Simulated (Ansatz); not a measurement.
Reaction (ligand exchange at a Ge–O bond): `C[O][GeH3]` + CH₃SH → `C[S][GeH3]` + CH₃OH

Program: Ansatz. Geometries: PBE0-D4/def2-TZVP. ΔE: electronic, gas phase. CCSD(T)/CBS is the MP2 limit (def2-TZVPP, def2-QZVPP) plus CCSD(T) − MP2 in def2-TZVPP, frozen cores. This one scheme is used for every species. DFT in def2-TZVPP. For Ge outer-core shells are correlated without core-valence functions, which leaves a few kJ/mol of doubt a bond. Scalar relativity is left out up to krypton.

| level | ΔE (kJ/mol) |
| --- | --- |
| B97M-V | -18.2 |
| r2SCANh-D4 | -24.2 |
| RPA@PBE/def2-TZVPP | -13.9 |
| CCSD(T)/def2-SVP | -11.4 |

Task: What does CCSD(T)/CBS give? (Best estimate.)

Result: Computed: -23.1 kJ/mol. The listed levels differ from it by 4.9, -1.1, 9.2, 11.7 kJ/mol.

Largest T1 diagnostic among the species: 0.011.

At CCSD(T), def2-SVP lies +11.7 kJ/mol from the extrapolated value and def2-TZVPP +4.8 kJ/mol. Leaving LDA and LC-ωPBE aside and taking each functional with its dispersion term where it has one, the values, not all of them listed here, spread over 14.0 kJ/mol, from HSE06-D4 to CAM-B3LYP-D4. In def2-TZVPP, CCSD(T) changes the Hartree–Fock value by −6.5 kJ/mol (the triples alone add −1.1 kJ/mol) and MP2 by −8.9 kJ/mol.
